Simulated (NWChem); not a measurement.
System: C4H3N; SMILES C=C=CC#N

Program: NWChem. Medium grid unless said otherwise, to which SCAN and Minnesota functionals are sensitive. Structure relaxed at the PBE0/def2-SVP level. Total energies of different functionals are on different scales.

| level | energy (Ha) | highest occupied level (eV) | orbital gap (eV) | dipole (D) |
|---|---|---|---|---|
| B3LYP/def2-SVP | -208.7435 | -7.85 | 6.33 | 4.21 |
| PBE/def2-SVP | -208.4810 | -6.94 | 4.68 | 4.10 |
| Hartree-Fock/def2-SVP | -207.4322 | -10.69 | 13.20 | 4.71 |
| N12/def2-SVP | -208.7441 | -6.76 | 4.67 | 4.15 |
| PBE0/def2-SVP | -208.4872 | -8.13 | 6.77 | 4.28 |
| TPSSh/def2-SVP | -208.7565 | -7.45 | 5.67 | 4.21 |
| TPSS/def2-SVP | -208.7839 | -6.97 | 4.85 | 4.14 |
| SCAN/def2-SVP | -208.6430 | -7.22 | 5.09 | 4.35 |
